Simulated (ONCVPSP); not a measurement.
What one change does to a pseudopotential (Te, ONCV)

- Element: Te
- Generator: ONCVPSP 4.0.1
- Type: optimised norm-conserving Vanderbilt (ONCV)
- Functional: PBE
- Relativity: scalar-relativistic
- Frozen core: [Kr]
- Valence charge: 16
- Reference configuration: 4d10 5s2 5p4
- Partial waves: 5s: rc 1.80 bohr, ncon 4, nbas 8, qcut 3.1 1/bohr, 2 projectors, debl 1.6 Ha; 5p: rc 2.20 bohr, ncon 4, nbas 7, qcut 4.1 1/bohr, 2 projectors, debl 3.4 Ha; 4d: rc 1.00 bohr, ncon 4, nbas 9, qcut 8.5 1/bohr, 2 projectors, debl 0.5 Ha
- Local potential: polynomial inside 1.00 bohr (lpopt 5, dvloc0 0 Ha)
- Core correction: Teter function, fcfact 1.75, rcfact 1.65

In the d channel the program set the typed energies aside and used -1.531, 0.250 Ha.

Change: local potential polynomial inside 0.75 bohr (lpopt 5, dvloc0 6 Ha).

Cutoffs: the cutoffs (Ha) at which the residual kinetic energy of the hardest occupied pseudo-wave falls to 1 and 0.1 mHa per electron; they do not see the model core or the augmentation charge, which bear on the density cutoff. Errors are all-electron minus pseudo energies relative to the spin-unpolarised reference configuration.

Q: How do hardness, ghosts and transferability respond?

A: The potential gets neither clearly harder nor softer (187 Ha and 303 Ha → 187 Ha and 303 Ha); both files keep a bound ghost (p, s); of the 4 tests that both files solve, the error grows in 0 and shrinks in 3 by more than 15 % and 0.3 meV (median size 18.4 → 9.1 meV).

```tsv
quantity	base	changed
cutoff, loose	187 Ha	187 Ha
cutoff, tight	303 Ha	303 Ha
bound ghosts	s, p	s, p
GHOST(+) flags under 300 eV	none	s at 100.7 eV
error for 4d10 5s2 5p3, meV [ΔE 9.73 eV]	-4.8	-2.6
error for 4d10 5s2 5p2, meV [ΔE 27.65 eV]	-14	-7.0
error for 4d10 5s2 5p1, meV [ΔE 54.55 eV]	-22	-11
error for 4d9 5s2 5p5, meV [ΔE 38.26 eV]	-346	-343
s: phases at 1.83 bohr within 0.05 rad from the reference energy up to (Ha; the scan ends near 5)	3.9	3.2
p: phases at 2.23 bohr within 0.05 rad from the reference energy up to (Ha; the scan ends near 5)	to the end of the scan	to the end of the scan
d: phases at 1.02 bohr within 0.05 rad from the reference energy up to (Ha; the scan ends near 5)	to the end of the scan	to the end of the scan
rms error of d²Exc/dni dnj with the model core, mHa	1.58	1.58
```

 A true bound ghost makes a file unfit for plane-wave use even where its test errors are small: the radial tests pick states by their node count and pass the ghost by.
